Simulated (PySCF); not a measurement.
Molecule: SMILES O=Cc1ccncc1, C$_{6}$H$_{5}$NO.

Mapped SMILES: `[O:1]=[CH:2][c:3]1[cH:4][cH:5][n:6][cH:7][cH:8]1`. Hydrogens are named by the atom that carries them.

Geometry PBE0-D3(BJ)/def2-SVP throughout; GIAO in PySCF, gas phase, one conformer, non-relativistic; equivalent atoms averaged; functional PBE0.

(1) How do the absolute shieldings σ depend on the basis set? (ppm; last column core-seconds on 1 thread of an x86-64 server CPU, shared host)

(2) Which nucleus moves most, in ppm?

(3) Taking the largest basis, IGLO-III (330 functions), as the yardstick, rank the others by their worst heavy-atom deviation.

Results:

(1) 
| basis set | functions | O1 | C2 | C5/C7 | C3 | C4/C8 | N6 | H(C2) | H(C5)/H(C7) | H(C4)/H(C8) | core-s |
| --- | --- | --- | --- | --- | --- | --- | --- | --- | --- | --- | --- |
| STO-3G | 45 | -297.4 | 102.5 | 112.2 | 123.4 | 128.6 | 11.7 | 22.06 | 23.50 | 24.99 | 3.7 |
| pcSseg-0 | 82 | -443.3 | -15.5 | 28.1 | 46.6 | 61.0 | -150.5 | 21.88 | 23.26 | 25.01 | 14 |
| 6-31G | 82 | -344.4 | 12.2 | 52.8 | 64.3 | 80.2 | -96.1 | 21.75 | 23.25 | 24.77 | 7.8 |
| 6-31G* | 122 | -289.7 | 12.7 | 49.0 | 61.1 | 76.4 | -75.3 | 22.01 | 22.97 | 24.47 | 12 |
| cc-pVDZ | 137 | -309.2 | 9.8 | 46.6 | 56.5 | 73.7 | -86.5 | 21.38 | 22.29 | 23.78 | 28 |
| def2-SVP | 137 | -314.7 | 7.1 | 44.5 | 55.8 | 72.1 | -91.1 | 21.61 | 22.51 | 23.84 | 23 |
| pcSseg-1 | 161 | -357.8 | -11.0 | 27.0 | 40.2 | 57.2 | -119.7 | 21.27 | 22.14 | 23.61 | 22 |
| aug-cc-pVDZ | 229 | -290.2 | 5.5 | 44.3 | 54.9 | 73.8 | -84.2 | 20.93 | 22.10 | 23.42 | 44 |
| 6-311+G(2d,p) | 246 | -329.1 | -7.9 | 30.8 | 42.3 | 60.8 | -108.8 | 21.15 | 22.29 | 23.65 | 29 |
| def2-TZVP | 278 | -336.5 | -9.1 | 29.5 | 40.6 | 59.5 | -113.2 | 21.14 | 22.28 | 23.63 | 74 |
| cc-pVTZ | 310 | -333.3 | -7.3 | 31.2 | 43.1 | 60.9 | -111.0 | 21.04 | 22.14 | 23.45 | 72 |
| IGLO-III | 330 | -347.2 | -16.3 | 23.0 | 34.4 | 53.4 | -121.7 | 21.03 | 22.16 | 23.50 | 95 |

(2) N6 (pyridine-type ring nitrogen): from -150.5 ppm with pcSseg-0 to 11.7 ppm with STO-3G. The smallest spread is 1.13 ppm, at H(C2). Proton shifts span only some 12 ppm, so a few tenths of a ppm matter as much there as several ppm in carbon.

(3) pcSseg-1 10.6 ppm (161 functions), def2-TZVP 10.8 ppm (278 functions), cc-pVTZ 14.0 ppm (310 functions), 6-311+G(2d,p) 18.2 ppm (246 functions), 6-31G 30.0 ppm (82 functions), def2-SVP 32.6 ppm (137 functions), cc-pVDZ 38.0 ppm (137 functions), aug-cc-pVDZ 57.1 ppm (229 functions), 6-31G* 57.5 ppm (122 functions), pcSseg-0 96.1 ppm (82 functions), STO-3G 133.3 ppm (45 functions).

A small basis that lands close on one nucleus may do so by chance; judge by the trend and by all nuclei.
